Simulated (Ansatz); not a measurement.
Geometry optimisation, Ansatz, RKS B3LYP/6-31G*.

Input file:

```yaml
crystal:
  periodic: [false, false, false]
  atoms:
    - { symbol: Al, position_ang: [-0.116997, 0.376962, -0.439741] }
    - { symbol: H, position_ang: [0.112358, -0.022732, 2.283502] }
    - { symbol: "N", position_ang: [1.536128, 0.170632, -1.025314] }
    - { symbol: H, position_ang: [1.88096, -0.665325, -1.479646] }
    - { symbol: H, position_ang: [2.269877, 0.862157, -0.92151] }
    - { symbol: Cl, position_ang: [-1.487212, -1.209073, -0.742237] }
    - { symbol: O, position_ang: [-0.647035, 1.874003, 0.282023] }
    - { symbol: Al, position_ang: [-1.817547, 3.118106, 0.368225] }
    - { symbol: H, position_ang: [-3.104849, 3.057259, -0.573411] }
    - { symbol: H, position_ang: [-1.557522, 4.300748, 1.400081] }
    - { symbol: H, position_ang: [-0.082662, 0.605364, 2.011529] }
basis:
  gaussian: { orbitals: "6-31G*" }
hamiltonian:
  xc: b3lyp
relax:
  f_tol: 0.03
  max_steps: 50
```

Run as:

```bash
$ ansatz run input.yaml --threads 2 --pin off --max-ram 3072MiB --backend cpu --events-out ev --progress --plain --runs-dir out
```

Problem. Where does it end, and by what steps?

Solution. The run converged. The force dipped under the threshold on the way, but the program's further checks kept it going. After 21 steps the energy has fallen by 0.135 eV; H9 moved furthest, 0.86 Å.

```csv
step,energy less start (eV),largest force component (eV/Å),accepted
0,0.0000,1.286,yes
1,-0.0900,0.579,yes
2,-0.1140,0.204,yes
3,-0.1192,0.052,yes
4,-0.1206,0.049,yes
5,-0.1221,0.084,yes
6,-0.1235,0.153,yes
7,-0.1250,0.109,yes
8,-0.1259,0.077,yes
9,-0.1283,0.085,yes
10,-0.1300,0.092,yes
11,-0.1312,0.075,yes
12,-0.1310,0.126,no
13,-0.1327,0.046,yes
14,-0.1337,0.098,yes
15,-0.1340,0.079,yes
16,-0.1344,0.045,yes
17,-0.1348,0.017,yes
18,-0.1350,0.017,yes
19,-0.1350,0.019,yes
20,-0.1350,0.032,no
21,-0.1351,0.011,yes
```

```xyz
11
Properties=species:S:1:pos:R:3
Al -0.170 0.357 -0.592
H 0.258 -0.036 2.892
N 1.474 0.207 -1.219
H 1.865 -0.650 -1.586
H 2.154 0.956 -1.239
Cl -1.401 -1.363 -0.634
O -0.787 1.814 0.013
Al -1.834 3.140 0.254
H -2.670 3.682 -0.980
H -1.902 3.787 1.698
H -0.002 0.574 2.556
```

Whether the end is a true minimum wasn't checked by a vibrational analysis.

Run time: 56 s on 2 threads of Intel(R) Xeon(R) Platinum 8488C (Sapphire Rapids), on a shared host, peak memory 0.24 GiB.
